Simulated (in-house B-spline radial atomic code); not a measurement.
How numerical settings move a run on N, [He] 2s2 2p3. Computed with a B-spline radial code for spherical atoms: non-relativistic Hartree-Fock, spin-polarised, averaged over the determinants with the given up and down occupations, point nucleus.

Command:
```bash
python run_scf.py task.json out
```
Settings of the sound reference run:
```
Z                7
electrons        7
configuration    [He] 2s2 2p3
hamiltonian      nr
method           hf
spin_polarised   True
knot_spacing     0.22
spline_order     8
gauss_points     12
box_radius       50
max_iterations   70
damping          0.5
damped_steps     3
diis_vectors     10
tolerance        1e-08
start            Thomas-Fermi
```

Run time, properties included: 0.05 s on 1 thread of AMD EPYC 9R45 96-Core Processor, on a shared host.

It converges in 11 iterations to -54.404548 hartree, with 2p up at -15.5356 eV. The other runs change the listed settings, some to values that make no sense; their results aren't properties of the atom or ion. Radii are in bohr (the nuclear one in fm), a minus after a letter asks for a j subshell, and «unchanged» means within 1e-8 hartree. The run stops when the residual is below 10 × tolerance × max(1, Z/10), or a noise floor if that is larger, and the energy moves by less than 1e-8 × √|E| hartree; so very loose and very tight tolerances often act alike.

```tsv
changed settings	outcome
damped_steps = 8	converged in 15 iterations, energy unchanged
damped_steps = 1	converged in 10 iterations, energy unchanged
knot_spacing = 0.4	converged in 11 iterations, energy +1.27e-06 hartree from the reference, 2p up level -4.0e-06 eV
knot_spacing = 2	converged in 11 iterations, energy +2.54e+00 hartree from the reference, 2p up level -1.3e+00 eV
damping = 0.2	converged in 10 iterations, energy unchanged, 2p up level -1.1e-06 eV
spline_order = 4, max_iterations = 60, damping = 0.2	converged in 10 iterations, energy +1.05e-05 hartree from the reference, 2p up level -1.9e-05 eV
electrons = 11, configuration = [He] 2s2 2p7, max_iterations = 75	stopped with error: shell 2p holds at most 3 electrons (per spin)
knot_spacing = 0.3	converged in 11 iterations, energy unchanged
damping = 0	converged in 10 iterations, energy unchanged, 2p up level +5.7e-07 eV
knot_spacing = 0.3, max_iterations = 60, damped_steps = 30, diis_vectors = 2, start = bare nucleus	converged in 33 iterations, energy unchanged
knot_spacing = 1.4	converged in 11 iterations, energy +7.37e-01 hartree from the reference, 2p up level -3.2e-01 eV
knot_spacing = 1	converged in 11 iterations, energy +6.25e-02 hartree from the reference, 2p up level -3.6e-02 eV
electrons = 10, configuration = [He] 2s2 2p3 3s3, max_iterations = 50	stopped with error: shell 3s holds at most 1 electrons (per spin)
damping = 0.95	converged in 11 iterations, energy unchanged, 2p up level -1.3e-06 eV
```

Task: What happens with damping = 0.8?

Result: Converged in 11 iterations, energy unchanged, 2p up level -6.4e-07 eV.

Task: What happens with hamiltonian = dirac, method = scan,scan, spin_polarised = False, nucleus = fermi, rms_radius = 2.5582, mass_number = 14, atomic_mass = 14.00307, speed_of_light = 137.036?

Result: Stopped with error: meta-GGAs are not served with the Dirac Hamiltonian.

Task: What happens with gauss_points = 3, box_radius = 5, first_knot = 0.0429, max_iterations = 60, diis_vectors = 20?

Result: Converged in 9 iterations, energy -2.61e+03 hartree from the reference, 2p up level +8.0e+00 eV (the program warns: 2p up reaches the box edge).

Task: What happens with knot_spacing = 0.75?

Result: Converged in 11 iterations, energy +1.63e-02 hartree from the reference, 2p up level -1.1e-02 eV.
